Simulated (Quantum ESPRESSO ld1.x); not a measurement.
Problem. These are the eigenvalues of the occupied orbitals of an atom or ion with whole-number occupations (eV). Method: Dirac Kohn-Sham, LDA (Slater exchange, Gunnarsson-Lundqvist correlation), spin-unpolarised, spherical densities, point nucleus; computed with ld1.x of Quantum ESPRESSO 7.5.

| orbital | eigenvalue |
|---|---|
| 1s1/2 | -37207.4 |
| 2s1/2 | -5893.80 |
| 2p1/2 | -5555.31 |
| 2p3/2 | -5174.05 |
| 3s1/2 | -1256.60 |
| 3p1/2 | -1114.27 |
| 3p3/2 | -1040.60 |
| 3d3/2 | -789.961 |
| 3d5/2 | -774.238 |
| 4s1/2 | -259.109 |
| 4p1/2 | -207.334 |
| 4p3/2 | -191.827 |
| 4d3/2 | -107.076 |
| 4d5/2 | -104.434 |
| 5s1/2 | -47.5175 |
| 5p1/2 | -33.2229 |
| 5p3/2 | -30.7895 |
| 6s1/2 | -9.2530 |
| 7s1/2 | -2.0321 |

Which element is it, and in what charge state? The configuration may be excited. Open shells, if any, fill j = l - 1/2 first.

Solution. Z = 56, barium, charge 0: Ba in [Kr] 4d10 5s2 5p4 6s2 7s2. The list shows which subshells hold electrons but not how many an open one holds; the 1s level, -1367.3 hartree, gives Z - s = 52.3 by -(Z - s)^2/2, which with screening and relativity narrows Z to a few neighbours, and the depths of the outer levels then fix element, charge and occupations together.
